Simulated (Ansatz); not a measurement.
Cost and result up the ladder for dibenzothiophene S,S-dioxide, `O=S1(=O)c2ccccc2-c2ccccc21` (23 atoms). The state is a singlet with charge 0. Geometry: PBE-D4/def2-SVP.

| atom | x (Å) | y (Å) | z (Å) |
| --- | --- | --- | --- |
| O1 | 1.852 | -1.850 | -1.705 |
| S2 | 0.595 | -1.800 | -0.927 |
| O3 | -0.245 | -3.011 | -0.798 |
| C4 | 0.887 | -1.060 | 0.695 |
| C5 | 1.643 | -1.623 | 1.721 |
| C6 | 1.761 | -0.897 | 2.919 |
| C7 | 1.130 | 0.353 | 3.058 |
| C8 | 0.372 | 0.901 | 2.010 |
| C9 | 0.244 | 0.189 | 0.806 |
| C10 | -0.496 | 0.573 | -0.414 |
| C11 | -1.244 | 1.737 | -0.652 |
| C12 | -1.877 | 1.908 | -1.894 |
| C13 | -1.772 | 0.932 | -2.901 |
| C14 | -1.028 | -0.240 | -2.680 |
| C15 | -0.409 | -0.389 | -1.441 |
| H16 | 2.128 | -2.601 | 1.591 |
| H17 | 2.350 | -1.310 | 3.752 |
| H18 | 1.230 | 0.909 | 4.002 |
| H19 | -0.116 | 1.880 | 2.134 |
| H20 | -1.335 | 2.510 | 0.126 |
| H21 | -2.463 | 2.820 | -2.081 |
| H22 | -2.275 | 1.084 | -3.868 |
| H23 | -0.933 | -1.016 | -3.453 |

Ansatz on 4 threads of Arm Neoverse V2 on a shared host. Times are rough, and most runs start from the orbitals of an earlier one. PBE0-D4/def2-TZVP serves as the yardstick here, not as an exact answer. Differences are given only for rows in sets of like size (and for xTB, whose basis is part of the method), since another set adds its own error. Binding counts from free atoms at the same level (O triplet, S triplet, C triplet, H doublet; other spins of the atoms weren't run), without zero-point energy or a counterpoise term.

B3LYP takes the VWN-RPA correlation. Correlated methods freeze 19 core orbitals. The rows differ in basis, and correlated rows in double-zeta sets carry the largest basis error.

Run but left out: HF/STO-3G, HF/6-31G (restricted singlet, unstable in another Hartree–Fock run and untested here).

Correlated methods converge slowly with the basis, most of all in double-zeta sets.

| level | functions | wall time | binding energy per atom (eV) | difference from PBE0-D4/def2-TZVP (eV) | remarks |
| --- | --- | --- | --- | --- | --- |
| PBE-D4/def2-SVP | 254 | 6 s | 5.45 | – | – |
| B3LYP-D4/6-31G | 155 | 6 s | 4.77 | – | – |
| PBE0-D4/def2-SVP | 254 | 12 s | 5.29 | – | – |
| MP2/def2-SVP | 254 | 12 s | 5.06 | – | restricted SCF unstable |
| PBE-D4/def2-TZVP (with forces) | 519 | 18 s | 5.43 | 0.15 | – |
| r2SCAN-D4/def2-TZVP (with forces) | 519 | 34 s | 5.23 | -0.04 | – |
| PBE0-D4/def2-TZVP | 519 | 37 s | 5.27 | 0.00 | – |
